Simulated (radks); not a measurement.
Task: These are the eigenvalues of the occupied orbitals of an atom or ion with whole-number occupations (Ry). Calculated with a radial shooting solver on a logarithmic mesh with Libxc functionals: scalar-relativistic Kohn-Sham, BLYP, spin-unpolarised, spherical densities, finite nucleus; Fermi nuclear charge, rms radius of each element as measured or else 0.836 A^(1/3) + 0.57 fm.

orbital  eigenvalue
1s        -3120.523
2s        -541.3838
2p        -489.4841
3s        -151.6600
3p        -135.2112
3d        -112.3858
4s        -61.45227
4p        -55.58850
4d        -47.27529

Which element is it, and in what charge state? The configuration may be excited.

Result: Z = 59, praseodymium, charge +22: Pr22+ in [Kr] 4d1. The list shows which subshells hold electrons but not how many an open one holds; the 1s level, -1560.3 hartree, gives Z - s = 55.9 by -(Z - s)^2/2, which with screening and relativity narrows Z to a few neighbours, and the depths of the outer levels then fix element, charge and occupations together.
